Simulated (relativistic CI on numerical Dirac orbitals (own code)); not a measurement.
Computed by Dirac-Coulomb-Breit CI, orbitals from a KLI potential per configuration, model QED, unscaled Slater integrals (own radial code, finite nucleus).

The strongest absorption lines from the ground level of an ion, among the configurations computed and to levels below about 925 eV (vacuum wavelength in nm, gf): 2.5041 (0.14), 2.5675 (0.79), 2.5901 (1.2), 2.6221 (1.2), 3.0124 (0.15), 3.1603 (0.34), 4.2539 (0.66), 4.5453 (0.12).

(1) Which ion is it?
A. Er LI
B. Os LXI
C. Gd XLIX
D. Er LIII

## Answers

(1) D. Er LIII has 16 electrons and the ground level 3s2 3p4 3P_2; the strongest line goes to 3s2 3p3 3d 3D°_3. The pattern of lines fixes the number of electrons, and along that sequence the line energies rise steadily with the charge (about as its square where n changes within one kind of shell, about linearly where n is kept but much faster in heavy ions where fine structure, which grows about as Z⁴, sets the gap, and irregularly where shells cross), which fixes Z. Configurations outside the model, such as inner-shell arrays, can give stronger lines. At this charge energies of transitions that change n are usually good to better than 1 %, and those within a shell (Δn = 0) to a few per cent.

LS names give the leading component of a level, which can be under half, so a name can repeat, a term be missing and a line seem to break the LS rules.
